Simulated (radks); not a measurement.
Values are calculated unless marked as measured or tabulated.
Q: The mean radii <r> (bohr) of the occupied orbitals of an atom or ion are listed with their occupations. Level of theory: Dirac Kohn-Sham, BLYP, spin-unpolarised, spherical densities, finite nucleus; Fermi nuclear charge, rms radius of each element as measured or else 0.836 A^(1/3) + 0.57 fm (a radial shooting solver on a logarithmic mesh with Libxc functionals).

| orbital | occ. | <r> |
|---|---|---|
| 1s1/2 | 2 | 0.02318 |
| 2s1/2 | 2 | 0.09845 |
| 2p1/2 | 2 | 0.08244 |
| 2p3/2 | 4 | 0.08896 |
| 3s1/2 | 2 | 0.2602 |
| 3p1/2 | 2 | 0.2498 |
| 3p3/2 | 4 | 0.2624 |
| 3d3/2 | 4 | 0.2339 |
| 3d5/2 | 6 | 0.2378 |
| 4s1/2 | 2 | 0.5919 |
| 4p1/2 | 2 | 0.6067 |
| 4p3/2 | 4 | 0.6349 |
| 4d3/2 | 4 | 0.6778 |
| 4d5/2 | 6 | 0.6877 |
| 5p1/2 | 2 | 1.496 |
| 5p3/2 | 4 | 1.564 |
| 4f5/2 | 1.71429 | 0.8840 |
| 4f7/2 | 2.28571 | 0.8915 |
| 6p1/2 | 0.666667 | 3.370 |
| 6p3/2 | 1.33333 | 3.490 |

Name the element and its charge. Open shells, if any, are shared by 2j + 1.

A: Z = 61, promethium, charge +3: Pm3+ in [Kr] 4d10 4f4 5p6 6p2. The 1s radius gives Z: for a bare nucleus <r> = (2 gamma + 1)/(2Z) with gamma = sqrt(1 - (Z/c)^2), 0.02288 bohr for Z = 61, and screening makes it slightly larger (0.02318 here). The occupations add up to 58, and the charge is Z minus that.
